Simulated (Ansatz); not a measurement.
Consider the isomerisation: `[CH3][Ga]([OH])[GeH3]` → `C[O][GeH2][GaH2]`.

Gas-phase electronic energies from Ansatz, PBE0-D4/def2-TZVP geometries. CCSD(T)/CBS adds triple-zeta CCSD(T) − MP2 to the extrapolated MP2 energy (def2 sets, frozen cores). DFT in def2-TZVPP. B3LYP here is the variant with VWN-RPA as its local correlation; programs differ in this. For Ga, Ge outer-core shells are correlated without core-valence functions, which leaves a few kJ/mol of doubt a bond. Scalar relativity is left out up to krypton. One conformer a species, not always the lowest.

```
        level  ΔE (kJ/mol)
    revPBE-D4        142.1
      ωB97X-V        141.2
       B2PLYP        150.5
         BLYP        145.1
        B3LYP        144.3
    CAM-B3LYP        143.2
  HF/def2-SVP        122.7
HF/def2-QZVPP        126.0
```

(1) What does CCSD(T)/CBS give? (Estimate.)

Largest T1 diagnostic among the species: 0.013.

Answers

(1) The calculation gave: +158.1 kJ/mol. The listed levels differ from it by -16.0, -16.9, -7.6, -13.0, -13.8, -14.9, -35.4, -32.1 kJ/mol.

Leaving LDA and LC-ωPBE aside and taking each functional with its dispersion term where it has one, the values, not all of them listed here, spread over 19.5 kJ/mol, from B97M-V to PBE-QIDH. In def2-TZVPP, CCSD(T) changes the Hartree–Fock value by +25.7 kJ/mol (the triples alone add +2.4 kJ/mol) and MP2 by +35.9 kJ/mol. From BLYP to BHLYP (50 % exact exchange), in def2-TZVPP and without D4, ΔE moves by −4.6 kJ/mol.

CCSD(T)/CBS has its own doubt, a few kJ/mol and more with outer-core shells, so smaller differences from it don't rank the levels.
